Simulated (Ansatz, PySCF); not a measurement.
YCl₂, SMILES [Y+]([Cl])[Cl], charge +1. Atoms are numbered in the order given.

```xyz
3

Y      0.0000     0.0000     0.5336
Cl     0.0000    -1.9499    -0.7882
Cl     0.0000     1.9499    -0.7882
```
Charge +1, spin multiplicity 1.

Geometry: B3LYP-D3(BJ)/def2-TZVP. The multiplicity is an assumed one; other spin states were not compared. The isomer is the one that the SMILES or the coordinates give; other isomers of the formula were not compared. The def2 effective core potentials stand for the cores of Y; spin–orbit coupling is left out.

Two levels are set side by side: PBE-D3(BJ)/def2-TZVP (Ansatz, an electronic-structure program) and B3LYP-D3(BJ)/def2-TZVP (Ansatz). Each level has its own optimised geometry; the coordinates shown are those of the second. Frequencies come from the Hessian of PySCF at each geometry. Differences are taken from unrounded values.

```json
[
 {"quantity": "mean bond length (Å)", "B3LYP-D3(BJ)": "2.356", "PBE-D3(BJ)": "2.347", "PBE-D3(BJ) minus B3LYP-D3(BJ)": "-0.009"},
 {"quantity": "bond Y1–Cl2 (Å)", "B3LYP-D3(BJ)": "2.356", "PBE-D3(BJ)": "2.347", "PBE-D3(BJ) minus B3LYP-D3(BJ)": "-0.009"},
 {"quantity": "bond Y1–Cl3 (Å)", "B3LYP-D3(BJ)": "2.356", "PBE-D3(BJ)": "2.347", "PBE-D3(BJ) minus B3LYP-D3(BJ)": "-0.009"},
 {"quantity": "highest harmonic wavenumber (cm⁻¹)", "B3LYP-D3(BJ)": "427", "PBE-D3(BJ)": "424", "PBE-D3(BJ) minus B3LYP-D3(BJ)": "-3"},
 {"quantity": "mean harmonic wavenumber (cm⁻¹)", "B3LYP-D3(BJ)": "310", "PBE-D3(BJ)": "309", "PBE-D3(BJ) minus B3LYP-D3(BJ)": "0"},
 {"quantity": "zero-point energy (kcal/mol)", "B3LYP-D3(BJ)": "1.33", "PBE-D3(BJ)": "1.33", "PBE-D3(BJ) minus B3LYP-D3(BJ)": "0.00"}
]
```

Here PBE gives about what the other level gives.
